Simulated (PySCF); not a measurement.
Molecule: `C=CC([SiH3])([SiH3])[SiH3]`, C3H12Si3.

Cartesian coordinates in Å; atom numbers follow the order of the lines, from 1:
```xyz
18

C     1.5379    0.9946   -1.2678
C     0.9601    0.6042   -0.1266
C    -0.2492   -0.2768    0.0359
Si   -1.5618    0.6903    1.0138
Si   -1.0126   -0.8647   -1.5971
Si    0.2608   -1.7969    1.0577
H     2.4194    1.6397   -1.2502
H     1.1679    0.6959   -2.2538
H     1.4097    0.9597    0.8126
H    -0.9706    1.1577    2.3062
H    -2.0131    1.8790    0.2291
H    -2.7407   -0.1814    1.3062
H    -1.4602    0.2984   -2.4235
H    -0.0277   -1.6658   -2.3873
H    -2.1962   -1.7234   -1.2900
H     0.8644   -1.3457    2.3500
H    -0.9301   -2.6518    1.3512
H     1.2710   -2.6013    0.3060
```

Geometry PBE0-D3(BJ)/def2-SVP throughout; GIAO in PySCF, gas phase, one conformer, non-relativistic; equivalent atoms averaged; basis pcSseg-1.

For orientation, PBE0 gives these absolute shieldings σ: C2 38.2, C1 61.7, C3 181.9, Si4/Si5/Si6 411.7, H9 25.30, H7 25.92, H8 25.93, H10/H11/H12/H13/H14/H15/H16/H17/H18 27.24 ppm.

A run gave: C2 28.9, C1 55.8, C3 167.6, Si4/Si5/Si6 387.3, H9 25.41, H7 26.20, H8 26.17, H10/H11/H12/H13/H14/H15/H16/H17/H18 27.37 ppm (absolute shieldings σ).

**Question.** Which functional was used in that run?
A. WP04
B. BLYP
C. wB97X-D
D. OPBE

**Answer.** B. C1 tells them apart best: BLYP gives 55.8, OPBE gives 68.8, WP04 gives 51.2, wB97X-D gives 61.2 ppm.
